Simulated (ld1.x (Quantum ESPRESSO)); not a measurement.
An all-electron radial function and its pseudo partner (chromium)

Columns: radius, all-electron u(r) and pseudo u(r) of the 3d shell (level -22.86 eV) of chromium in the configuration [Ne] 3s2 3p6 3d4 4s0 4p0; PBE, scalar-relativistic, TM scheme, ld1.x (Quantum ESPRESSO) 7.5.

```tsv
r (bohr)	all-electron	pseudo
0.078	0.0277	0.0084
0.155	0.1306	0.0606
0.232	0.2771	0.1776
0.310	0.4317	0.3492
0.388	0.5700	0.5350
0.465	0.6811	0.6911
0.542	0.7653	0.7974
0.620	0.8246	0.8556
0.698	0.8604	0.8788
0.775	0.8766	0.8836
0.852	0.8778	0.8791
0.930	0.8676	0.8676
1.008	0.8488	0.8488
1.085	0.8243	0.8243
1.162	0.7959	0.7959
1.240	0.7643	0.7643
1.318	0.7312	0.7312
1.395	0.6977	0.6977
1.472	0.6640	0.6640
1.550	0.6302	0.6302
1.628	0.5970	0.5970
1.705	0.5650	0.5650
1.782	0.5340	0.5340
1.860	0.5037	0.5037
1.938	0.4745	0.4745
2.015	0.4470	0.4470
```

Task: How many radial nodes do the two functions have?

Result: The all-electron 3d function has n − l − 1 = 0; the pseudo-wave has 0.

Task: At about which radius was the pseudo-wave matched?

Result: 1.00 bohr, where the columns begin to agree (steps of 0.08 bohr).

Task: Is the pseudo-wave norm-conserving?

Result: Yes: the TM scheme keeps the norm inside the radius equal to the all-electron one, which fixes the energy derivative of the logarithmic derivative at the level.
